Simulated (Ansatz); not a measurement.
Consider the ligand exchange at the Si–C bond: `C=C[Si](O)(O)C=C` + H–F → `C=C[Si](O)(O)F` + `C=C`.

Isolated molecules relaxed with PBE0-D4/def2-TZVP in Ansatz; ΔE leaves out vibrations. CBS: MP2 limit from def2 TZ/QZ plus the TZ coupled-cluster correction, frozen cores. This one scheme is used for every species. DFT in def2-TZVPP. Each species was taken in one conformer, which may not be the lowest.

```json
{"level": "ωB97M-V", "ΔE (kJ/mol)": "-157.4"}
{"level": "PBE", "ΔE (kJ/mol)": "-151.0"}
{"level": "PBE0", "ΔE (kJ/mol)": "-154.5"}
{"level": "MP2/def2-TZVPP", "ΔE (kJ/mol)": "-149.6"}
```

**Question.** What does CCSD(T)/CBS give? (An estimate is asked.)

**Answer.** The calculation gave: -153.0 kJ/mol. The listed levels differ from it by -4.4, 2.0, -1.5, 3.4 kJ/mol.

Largest T1 diagnostic among the species: 0.012.

In def2-TZVPP, CCSD(T) changes the Hartree–Fock value by +31.2 kJ/mol (the triples alone add +5.1 kJ/mol) and MP2 by +35.2 kJ/mol. The D4 term adds +11.7 kJ/mol with B3LYP and +6.9 kJ/mol with PBE0; it sums over pairs of atoms, weighted by their polarisabilities, and B3LYP, whose exchange is more repulsive, gets the larger term.

B3LYP here is the variant with VWN-RPA as its local correlation; programs differ in this.
